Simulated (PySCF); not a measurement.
C5H13F3Si2, SMILES CC(C)(C)[SiH2][SiH2]C(F)(F)F (GFN2-xTB optimised geometry):

```
23

C      2.212    -0.937     2.185
C      1.641     0.478     2.088
C      2.249     1.178     0.873
C      2.023     1.253     3.349
Si    -0.275     0.411     1.927
Si    -0.836    -0.756     0.000
C     -2.780    -0.756     0.000
F     -3.289    -1.357     1.100
F     -3.333    -1.383    -1.055
F     -3.289     0.497     0.000
H      1.984    -1.514     1.289
H      1.803    -1.463     3.045
H      3.295    -0.903     2.296
H      3.333     1.235     0.971
H      1.867     2.192     0.777
H      2.023     0.637    -0.045
H      3.106     1.299     3.456
H      1.644     2.271     3.307
H      1.615     0.774     4.236
H     -0.819    -0.229     3.136
H     -0.785     1.793     1.898
H     -0.549    -0.182    -1.319
H     -0.549    -2.192    -0.104
```

Level of theory: PBE0/def2-SVP run with PySCF.

**Question.** What are the frontier orbital energies and the dipole moment?

**Answer.** HOMO-2 -9.35 eV, HOMO-1 -8.97 eV, HOMO -8.07 eV, LUMO -0.62 eV, LUMO+1 0.03 eV; dipole moment 3.56 D.

On the same geometry PBE/def2-SVP in PySCF gives HOMO-2 -7.86 eV, HOMO-1 -7.51 eV, HOMO -6.79 eV, LUMO -1.36 eV, LUMO+1 -0.73 eV; dipole moment 3.20 D.

Meta-Löwdin charges at PBE0/def2-SVP: C1 -0.30, C2 -0.12, C3 -0.30, C4 -0.30, Si5 0.36, Si6 0.31, C7 0.56, F8 -0.27, F9 -0.26, F10 -0.27, H11 0.09, H12 0.10, H13 0.10, H14 0.10, H15 0.10, H16 0.09, H17 0.10, H18 0.10, H19 0.10, H20 -0.07, H21 -0.07, H22 -0.07, H23 -0.07.
